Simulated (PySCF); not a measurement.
C₉H₆N₂.
Bonds: C1–C2, C2–C3 (aromatic), C3–C4 (aromatic), C4–C5, C5–N6 (triple), C4–C7 (aromatic), C7–C8 (aromatic), C8–C9 (aromatic), C9–C10, C10–N11 (triple), C2–C9 (aromatic). Hydrogens: H12, H13, H14 on C1; H15 on C3; H16 on C7; H17 on C8.

Level: CAM-B3LYP/def2-SVPD in PySCF, non-relativistic, on one gas-phase PBE0-D3(BJ)/def2-SVP geometry that isn't relaxed in the solvent. The solvent is an IEF-PCM continuum (cavity from Bondi-type radii × 1.2), and excitations are vertical TDDFT with non-equilibrium linear response and a frozen core. Only the electrostatic response of the medium enters.

Gas-phase singlets (H = HOMO, L = LUMO):

```json
{"state": "S1", "E (eV)": "4.849", "λ (nm)": "256", "f": "0.057", "leading configuration": "H-1→L 55%"}
{"state": "S2", "E (eV)": "5.206", "λ (nm)": "238", "f": "0.379", "leading configuration": "H→L 68%"}
{"state": "S3", "E (eV)": "6.301", "λ (nm)": "197", "f": "0.000", "leading configuration": "H-2→L 87%"}
{"state": "S4", "E (eV)": "6.412", "λ (nm)": "193", "f": "0.000", "leading configuration": "H-4→L 84%"}
{"state": "S5", "E (eV)": "6.441", "λ (nm)": "192", "f": "0.436", "leading configuration": "H→L+1 74%"}
```

**Question.** Give the list for acetone (ε = 20.49), n² = 1.85.

**Answer.** 
| state | E (eV) | λ (nm) | f | leading configuration | change by rank (eV) |
| --- | --- | --- | --- | --- | --- |
| S1 | 4.691 | 264 | 0.096 | H→L 56% | -0.158 |
| S2 | 5.128 | 242 | 0.525 | H-1→L 56% | -0.078 |
| S3 | 6.406 | 194 | 0.000 | H-2→L 90% | +0.105 |
| S4 | 6.432 | 193 | 0.636 | H→L+1 84% | +0.020 |
| S5 | 6.636 | 187 | 0.540 | H-1→L+1 90% | +0.195 |

**Question.** What are the lowest 5 singlets in dimethylsulfoxide (ε = 46.83)?

**Answer.** 
```csv
state,E (eV),λ (nm),f,leading configuration,change by rank (eV)
S1,4.677,265,0.105,H→L 59%,-0.172
S2,5.107,243,0.558,H-1→L 59%,-0.099
S3,6.408,193,0.003,H-2→L 89%,+0.107
S4,6.409,193,0.664,H→L+1 84%,-0.003
S5,6.612,188,0.543,H-1→L+1 91%,+0.171
```

**Question.** How do the frontier levels move from gas to dimethylsulfoxide?

**Answer.** 
| orbital | gas (eV) | solvent (eV) | change (eV) | Löwdin shares, gas | Löwdin shares, solvent |
| --- | --- | --- | --- | --- | --- |
| LUMO+2 | 0.84 | 1.26 | +0.42 | C1 11 %, C5 11 %, C3 10 %, C10 9 % | C5 15 %, C10 12 %, C8 9 %, C3 9 % |
| LUMO+1 | -0.34 | 0.18 | +0.52 | C8 19 %, C7 18 %, C2 18 %, C3 17 % | C8 19 %, C7 18 %, C2 18 %, C3 17 % |
| LUMO | -1.65 | -1.39 | +0.26 | C4 16 %, C9 15 %, N11 9 %, N6 9 % | C4 15 %, C9 14 %, N11 10 %, N6 9 % |
| HOMO | -9.29 | -8.99 | +0.30 | C9 17 %, C4 15 %, C7 11 %, C2 11 % | C7 18 %, C2 17 %, C9 14 %, C4 12 % |
| HOMO-1 | -9.68 | -9.24 | +0.44 | C3 24 %, C8 20 %, C2 14 %, C7 14 % | C3 22 %, C8 20 %, C4 12 %, C9 10 % |
| HOMO-2 | -11.49 | -11.39 | +0.10 | N6 23 %, N11 19 %, C5 17 %, C10 14 % | N11 21 %, C10 14 %, N6 12 %, C5 8 % |
| HOMO-3 | -11.49 | -11.42 | +0.07 | N6 23 %, N11 18 %, C5 18 %, C10 14 % | N6 21 %, N11 15 %, C5 15 %, C10 11 % |

The HOMO–LUMO gap goes from 7.65 to 7.60 eV. Rows go by rank; for HOMO-3, HOMO-2 and HOMO-1 the atom shares or the degeneracy differ between the runs, so the row needn't follow one orbital. Shares within a degenerate set are those of one arbitrary member.
